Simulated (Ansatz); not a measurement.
Input for Ansatz (a program for electronic structure): U-wB97M-V/def2-TZVPP on TeH, 2S+1 = 2, a spin state set in the input, which need not be the lowest, a point of a bond scan (R = 1.666 Å). Elements past Kr take the def2 small-core potentials; no spin–orbit coupling.

Ansatz 0.2 input:
```yaml
crystal:
  periodic: [false, false, false]
  atoms:
    - {symbol: H, position_ang: [0.00000000, 0.00000000, 0.00000000]}
    - {symbol: Te, position_ang: [0.00000000, 0.00000000, 1.66570800]}
basis:
  gaussian:
    orbitals: def2-TZVPP
    pivot_positions_ang: [[0.00000000, 0.00000000, 0.00000000], [0.00000000, 0.00000000, 1.66570800]]
hamiltonian:
  xc: {name: wB97M-V}
magnetization: {spin_polarized: true, initial_magnetization: 1}
output: {forces: true, orbitals: {seedname: ./end}}
```

Program output:

```
WARN ansatz: RAYON_NUM_THREADS=2 ignored (pool sized by the plan → 2); use --threads N
Functional definition: wB97M-V
integrals: 0.02 GiB planned
470 factors; their error is unknown
integrals: 0.05 GiB planned
108 factors; integrals over basis functions are off by at most 9.6e-6 eV
mean field: 0.29 GiB planned
mean field evaluation 1: about -7307.7771 eV, gradient 3.8e0 eV
mean field evaluation 2: about -7307.8899 eV, gradient 1.6e0 eV
mean field evaluation 4: about -7307.9031 eV, gradient 1.2e-1 eV
mean field evaluation 8: about -7307.9495 eV, gradient 5.0e-2 eV
mean field evaluation 16: about -7307.9495 eV, gradient 2.7e-5 eV
mean field -7307.94946207 eV, -268.5621892251 hartree, gradient 2.7e-5 eV, S^2 0.753072; 0 other end points of the search recorded, 0 dependent functions left out
the calculation of the forces begins
reference -7307.94949298 eV, -268.5621903608 hartree; 13, 12 occupied and 51, 52 virtual orbitals, 470 factors
Total energy: -7307.94949298 eV, -268.5621903608 hartree
Atom 0 at     0.000000     0.000000     0.000000 Å, force     0.000000    -0.000000     0.250320 eV/Å
Atom 1 at     0.000000     0.000000     1.665708 Å, force     0.000000    -0.000000    -0.250320 eV/Å
Dipole moment:    -0.000000     0.000000    -0.025157 e Å
```

The run converged.

Cost: around 2.9 core-seconds (rough).
